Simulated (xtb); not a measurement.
C$_{4}$H$_{9}$Te (SMILES CC(C)(C)[Te]), doublet, geometry from GFN2-xTB; GFN1-xTB (xtb).

Input for xtb:
```
$ xtb mol.xyz --gfn 1 --uhf 1 --etemp 1000 --json

# file mol.xyz
14

C     -0.66331377     1.14304183    -1.76050903
C     -0.21073518    -0.17142730    -1.14920207
C      1.07045161    -0.64728561    -1.81137420
C     -1.29892130    -1.22119765    -1.29127904
Te     0.18266326     0.14859156     0.99611745
H     -1.57485702     1.50051965    -1.28601586
H     -0.86423567     1.00858375    -2.82421059
H      0.10397129     1.90716723    -1.65453128
H      1.86180646     0.09198474    -1.70610261
H      1.41144430    -1.58320625    -1.37362790
H      0.89939701    -0.81258538    -2.87595200
H     -2.21928867    -0.89654247    -0.81027157
H     -0.99082253    -2.16508588    -0.84631228
H     -1.51079272    -1.39638410    -2.34689725
```

Output, abridged:

```
   ID    Z sym.   atoms
    1    6 C      1-4
    2   52 Te     5
    3    1 H      6-14

           -------------------------------------------------
          |                Calculation Setup                |
           -------------------------------------------------

           -------------------------------------------------
          |                 G F N 1 - x T B                 |
           -------------------------------------------------

          ...................................................
          :                      SETUP                      :
          :.................................................:
          :  # basis functions                  44          :
          :  # atomic orbitals                  43          :
          :  # shells                           29          :
          :  # electrons                        31          :
          :  # halogen bonds                     0          :
          :  max. iterations                   250          :
          :  Hamiltonian                  GFN1-xTB          :
          :  restarted?                      false          :
          :  GBSA solvation                  false          :
          :  PC potential                    false          :
          :  electronic temp.         1000.0000000     K    :
          :  accuracy                    1.0000000          :
          :  -> integral cutoff          0.2500000E+02      :
          :  -> integral neglect         0.1000000E-07      :
          :  -> SCF convergence          0.1000000E-05 Eh   :
          :  -> wf. convergence          0.2000000E-04 e    :
          :  Broyden damping             0.4000000          :
          :  net charge                          0          :
          :  unpaired electrons                  1          :
          ...................................................

 iter      E             dE          RMSdq      gap      omega  full diag
   1    -17.2228827 -0.172229E+02  0.744E+00    4.29       0.0  T
   2    -17.2414364 -0.185538E-01  0.460E+00    4.00       1.0  T
   3    -17.2366943  0.474217E-02  0.874E-01    4.51       1.0  T
   4    -17.2440610 -0.736669E-02  0.214E-01    4.22       1.0  T
   5    -17.2442095 -0.148510E-03  0.152E-02    4.19       1.8  T
   6    -17.2442101 -0.611470E-06  0.176E-03    4.19      15.2  T
   7    -17.2442101 -0.204762E-07  0.144E-04    4.19     185.3  T
   8    -17.2442101 -0.706279E-11  0.558E-05    4.19     478.6  T

   *** convergence criteria satisfied after 8 iterations ***

         :::::::::::::::::::::::::::::::::::::::::::::::::::::
         ::                     SUMMARY                     ::
         :::::::::::::::::::::::::::::::::::::::::::::::::::::
         :: total energy             -17.055534515196 Eh    ::
         :: gradient norm              0.012949958324 Eh/a0 ::
         :: HOMO-LUMO gap              4.189192387476 eV    ::
         ::.................................................::
         :: SCC energy               -17.244210113573 Eh    ::
         :: -> electrostatic           0.000277774505 Eh    ::
         :: repulsion energy           0.194608656050 Eh    ::
         :: dispersion energy         -0.005933057674 Eh    ::
         :: halogen bond corr.         0.000000000000 Eh    ::
         :: add. restraining           0.000000000000 Eh    ::
         :: total charge               0.000000000028 e     ::
         :::::::::::::::::::::::::::::::::::::::::::::::::::::

           -------------------------------------------------
          |                Property Printout                |
           -------------------------------------------------

    * Orbital Energies and Occupations

         #    Occupation            Energy/Eh            Energy/eV
      -------------------------------------------------------------
         1        2.0000           -1.1109492             -30.2305
       ...           ...                  ...                  ...
[...]
        13        2.0000           -0.4706944             -12.8082
        14        2.0000           -0.4236109             -11.5270
        15        1.5000           -0.3660190              -9.9599
        16        1.5000           -0.3660190              -9.9599 (HOMO)
        17                         -0.2120690              -5.7707 (LUMO)
        18                         -0.1201042              -3.2682
        19                         -0.1169840              -3.1833
        20                         -0.1169840              -3.1833
        21                         -0.0743022              -2.0219
        22                         -0.0679859              -1.8500
        23                         -0.0679859              -1.8500
        24                         -0.0453891              -1.2351
        25                         -0.0453891              -1.2351
        26                         -0.0299991              -0.8163
        27                         -0.0062965              -0.1713
       ...                                ...                  ...
        43                          0.4974955              13.5375
      -------------------------------------------------------------
                  HL-Gap            0.1539500 Eh            4.1892 eV
             Fermi-level           -0.3270037 Eh           -8.8982 eV

  Mulliken/CM5 charges         n(s)   n(p)   n(d)
     1C    -0.09519 -0.24405   1.015  3.080  0.000
     2C     0.02466 -0.01932   1.119  2.856  0.000
     3C    -0.09519 -0.24405   1.015  3.080  0.000
     4C    -0.09519 -0.24405   1.015  3.080  0.000
     5Te    0.02104  0.03405   1.994  4.026 -0.041
     6H     0.02501  0.07818   0.975  0.000  0.000
     7H     0.02994  0.08279   0.970  0.000  0.000
     8H     0.02501  0.07818   0.975  0.000  0.000
     9H     0.02501  0.07818   0.975  0.000  0.000
    10H     0.02501  0.07818   0.975  0.000  0.000
    11H     0.02994  0.08279   0.970  0.000  0.000
    12H     0.02501  0.07818   0.975  0.000  0.000
    13H     0.02501  0.07818   0.975  0.000  0.000
    14H     0.02994  0.08279   0.970  0.000  0.000

Wiberg/Mayer (AO) data.
largest (>0.10) Wiberg bond orders for each atom

 ---------------------------------------------------------------------------
     #   Z sym  total        # sym  WBO       # sym  WBO       # sym  WBO
 ---------------------------------------------------------------------------
     1   6 C    3.991 --     2 C    1.018     6 H    0.988     8 H    0.988
                             7 H    0.977
     2   6 C    3.975 --     3 C    1.018     1 C    1.018     4 C    1.018
                             5 Te   0.928
     3   6 C    3.991 --     2 C    1.018     9 H    0.988    10 H    0.988
                            11 H    0.977
     4   6 C    3.991 --     2 C    1.018    13 H    0.988    12 H    0.988
                            14 H    0.977
     5  52 Te   0.987 --     2 C    0.928
     6   1 H    1.011 --     1 C    0.988
     7   1 H    1.004 --     1 C    0.977
     8   1 H    1.011 --     1 C    0.988
     9   1 H    1.011 --     3 C    0.988
    10   1 H    1.011 --     3 C    0.988
    11   1 H    1.004 --     3 C    0.977
    12   1 H    1.011 --     4 C    0.988
    13   1 H    1.011 --     4 C    0.988
    14   1 H    1.004 --     4 C    0.977
 ---------------------------------------------------------------------------

Topologies differ in total number of bonds
Writing topology from bond orders to xtbtopo.mol

 dipole moment from electron density (au)
     X       Y       Z
  -0.0457  -0.0372  -0.2491  total (Debye):    0.651

           -------------------------------------------------
          | TOTAL ENERGY              -17.055534515196 Eh   |
          | GRADIENT NORM               0.012949958324 Eh/α |
          | HOMO-LUMO GAP               4.189192387476 eV   |
           -------------------------------------------------

normal termination of xtb
```
